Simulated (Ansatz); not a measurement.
`CS[Si](Cl)(Cl)Cl` → `[CH2]` (triplet) + `S[Si](Cl)(Cl)Cl` at 600 K and 1 bar (formal loss of a carbene).

Isolated molecules relaxed with PBE0-D4/def2-TZVP in Ansatz; ΔE leaves out vibrations. CCSD(T)/CBS adds triple-zeta CCSD(T) − MP2 to the extrapolated MP2 energy (def2 sets, frozen cores). This one scheme is used for every species. Triplets are unrestricted, without spin–orbit coupling. One conformer a species, not always the lowest.

```json
{"species": "`CS[Si](Cl)(Cl)Cl`", "CCSD(T)/CBS energy (Eh)": "-2106.23785", "H − E (kJ/mol)": "187.5", "S (J/(mol·K))": "499.0"}
{"species": "`[CH2]` (triplet)", "CCSD(T)/CBS energy (Eh)": "-39.09499", "H − E (kJ/mol)": "66.5", "S (J/(mol·K))": "220.8"}
{"species": "`S[Si](Cl)(Cl)Cl`", "CCSD(T)/CBS energy (Eh)": "-2066.97878", "H − E (kJ/mol)": "95.8", "S (J/(mol·K))": "443.1"}
```

H − E and S are ideal-gas, rigid-rotor, harmonic terms from PBE0-D4/def2-TZVP, for one conformer and one mirror image of each species, with the whole ground term of open shells counted as degenerate. 1 Eh = 2625.50 kJ/mol, R = 8.31446 J/(mol·K).

**Question.** By hand: ΔE, ΔH, ΔS and ΔG.

**Answer.** ΔE = (-39.09499) + (-2066.97878) − (-2106.23785) = 0.16408 Eh = 430.8 kJ/mol. Δ(H − E) = 66.5 + 95.8 − 187.5 = -25.2, so ΔH = 405.6 kJ/mol. ΔS = 220.8 + 443.1 − 499.0 = 164.9 J/(mol·K). ΔG = 405.6 − 600 × (164.9)/1000 = 306.7 kJ/mol.

**Question.** By hand: the equilibrium constant, and the temperature at which ΔG would vanish if ΔH and ΔS stayed fixed.

**Answer.** log₁₀ K = −ΔG/(RT ln 10) = -26.7. ΔG = 0 at ΔH/ΔS = 2460 K.

The number of gas molecules changes by +1, which sets the sign of ΔS. A doubt of 5 kJ/mol in ΔE shifts log₁₀ K by 0.4 here. Other conformers and mirror images would add mixing entropy, several J/(mol·K) or more a flexible species. A triplet takes part, so the spin changes. These are equilibria of isolated gas molecules and say nothing of rates. Largest T1 diagnostic: 0.011 (customary marks: 0.02 for closed shells, 0.045 for open ones).
